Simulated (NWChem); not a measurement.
System: CH₂NO, doublet; SMILES [NH]C=O

The following NWChem deck was run.

```
start job
memory heap 200 mb stack 900 mb global 1100 mb
geometry units angstroms noautosym nocenter noautoz
  N      0.186231    -1.136432    -0.026404
  C     -0.447246     0.035605     0.028772
  O      0.236876     1.087632    -0.014444
  H      1.175457    -1.071256     0.277846
  H     -1.561132     0.051025    -0.038100
end
basis spherical
  * library 6-31g*
end
dft
  odft
  mult 2
  xc hfexch
  iterations 150
end
property
  hyperfine
end
task dft property
```

Parts of the log:

```
             Northwest Computational Chemistry Package (NWChem) 7.3.0
             --------------------------------------------------------

                             Geometry "geometry" -> ""
                             -------------------------

 Output coordinates in angstroms (scale by  1.889725989 to convert to a.u.)

  No.       Tag          Charge          X              Y              Z
 ---- ---------------- ---------- -------------- -------------- --------------
    1 N                    7.0000     0.18623100    -1.13643200    -0.02640400
    2 C                    6.0000    -0.44724600     0.03560500     0.02877200
    3 O                    8.0000     0.23687600     1.08763200    -0.01444400
    4 H                    1.0000     1.17545700    -1.07125600     0.27784600
    5 H                    1.0000    -1.56113200     0.05102500    -0.03810000

 Effective nuclear repulsion energy (a.u.)      63.9937596026

  xc_inp: hfexch multiplicative factor not found.
                              NWChem Property Module
                              ----------------------

  itol2e modified to match energy
  convergence criterion.

                                 NWChem DFT Module
                                 -----------------

 Summary of "ao basis" -> "ao basis" (spherical)
 ------------------------------------------------------------------------------
       Tag                 Description            Shells   Functions and Types
 ---------------- ------------------------------  ------  ---------------------
 N                           6-31g*                  6       14   3s2p1d
 C                           6-31g*                  6       14   3s2p1d
 O                           6-31g*                  6       14   3s2p1d
 H                           6-31g*                  2        2   2s

  itol2e modified to match energy
  convergence criterion.

[...]

          ----------------------
          Hyperfine Interactions
          ----------------------

 Total Spin Density (Fermi Contact Term)
 ------------------ --------------------
     Atom            x         y         z       Density (a.u.)      Aiso(MHz)     Aiso(Gauss)
     1  14-N      0.35193  -2.14755  -0.04990       0.206690         66.782542      23.829631
     2  13-C     -0.84517   0.06728   0.05437      -0.156695       -176.154870     -62.856332
     3  17-O      0.44763   2.05533  -0.02730       0.201979       -122.439119     -43.689249
     4   1-H      2.22129  -2.02438   0.52505      -0.024613       -110.017269     -39.256831
     5   1-H     -2.95011   0.09642  -0.07200       0.013308         59.484585      21.225543

           -------------------------------------------
           Anisotropic Interaction (Spin-Dipolar Term)
           -------------------------------------------

 ------------------------------------------------------------
     Atom            x         y         z
 ------------------------------------------------------------
     1  14-N      0.35193  -2.14755  -0.04990

   Spin-Dipolar term (a.u.)
        xx             yy             zz             xy             xz             yz
 ------------------------------------------------------------------------------------------
      -0.630937      -0.670614       1.301551       0.188498      -0.677276      -0.658327

   Principal Comp. of -hf- tensor (au)            Anisotropic -hfcc- (MHz)               Anisotropic -hfcc- (Gauss)
 --------------------------------------------------------------------------------------------------------------------------
     -0.835026    -0.876936     1.711962     -32.205074   -33.821438    66.026512     -11.491552   -12.068310    23.559861

   Orientation of the principal axis of Hyperfine Tensor w.r.t absolute (molecular) frame
 --------------------------------------------------------------------------------------------------------------------------
      0.877085     0.384908    -0.287345
     -0.460653     0.843528    -0.276152
      0.136091     0.374575     0.917155

 ------------------------------------------------------------
     Atom            x         y         z
 ------------------------------------------------------------
     2  13-C     -0.84517   0.06728   0.05437

   Spin-Dipolar term (a.u.)
        xx             yy             zz             xy             xz             yz
 ------------------------------------------------------------------------------------------
       0.250523       0.319529      -0.570052       0.011737       0.022504       0.000948

   Principal Comp. of -hf- tensor (au)            Anisotropic -hfcc- (MHz)               Anisotropic -hfcc- (Gauss)
 --------------------------------------------------------------------------------------------------------------------------
      0.249174     0.321495    -0.570669      33.436832    43.141555   -76.578388      11.931073    15.393954   -27.325027

   Orientation of the principal axis of Hyperfine Tensor w.r.t absolute (molecular) frame
 --------------------------------------------------------------------------------------------------------------------------
      0.985954     0.164760    -0.027383
     -0.164841     0.986320    -0.000704
      0.026893     0.005208     0.999625

 ------------------------------------------------------------
     Atom            x         y         z
 ------------------------------------------------------------
     3  17-O      0.44763   2.05533  -0.02730

[...]
```

Level: UHF/6-31G* (spherical d), contact and dipolar terms. All runs use the structure optimised with PBE-D3(BJ)/def2-SVP, spin-unrestricted. The determinant is spin-contaminated (<S²> = 0.98). No stability test was run on the SCF state.
